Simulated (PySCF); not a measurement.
Geometry (Å), atoms numbered from 1 in this order:
```xyz
21

C    -3.098    0.709    0.037
C    -1.644    0.375    0.266
F    -1.536   -0.379    1.428
C    -1.009   -0.398   -0.873
C     0.383   -0.931   -0.559
C     1.379    0.087   -0.049
Cl    1.502    1.497   -1.194
C     2.777   -0.473    0.137
O     3.676    0.457    0.647
H    -3.510    1.249    0.901
H    -3.211    1.344   -0.855
H    -3.684   -0.210   -0.112
H    -1.073    1.305    0.440
H    -0.965    0.265   -1.752
H    -1.662   -1.245   -1.142
H     0.796   -1.424   -1.454
H     0.301   -1.703    0.225
H     1.045    0.531    0.900
H     3.115   -0.908   -0.827
H     2.711   -1.302    0.862
H     3.634    1.228    0.067
```

Geometry: PBE0-D3(BJ)/def2-SVP; GIAO absolute shieldings from PySCF 2.14, gas phase, non-relativistic, averaged over equivalent atoms.

At PBE0/pcSseg-1 (220 basis functions, 84 s wall time on 1 thread of an Arm Neoverse N1, shared host):
```tsv
atoms	σ (ppm)
C2	98.3
C6	111.4
C8	114.4
C4	150.3
C5	155.5
C1	161.4
F3	389.9
Cl7	853.6
O9	299.7
H13	26.65
H18	27.10
H20	27.62
H19	27.90
H17	29.42
H14	29.56
H21	29.81
H15	29.85
H10/H11/H12	29.94
H16	30.06
```

Q: What do these become at B3LYP/pcSseg-1?

A: 
```
      atoms  σ at B3LYP/pcSseg-1  change
         C2                 91.0    -7.3
         C6                103.5    -7.9
         C8                107.2    -7.2
         C4                143.7    -6.6
         C5                148.9    -6.6
         C1                155.6    -5.8
         F3                385.9    -4.0
        Cl7                835.2   -18.4
         O9                294.0    -5.7
        H13                26.74   +0.09
        H18                27.20   +0.10
        H20                27.71   +0.09
        H19                27.99   +0.09
        H17                29.51   +0.09
        H14                29.64   +0.08
        H21                29.88   +0.07
        H15                29.98   +0.13
H10/H11/H12                30.05   +0.11
        H16                30.18   +0.12
```

The largest change is at Cl7 (chlorine bonded to C). Cost: 220 basis functions, 78 s wall time on 1 thread of an Arm Neoverse N1, shared host. The order of the carbon signals is the same at both levels.

Carbons that carry Cl, above all several Cl atoms, come out too deshielded, partly because spin–orbit coupling is missing.
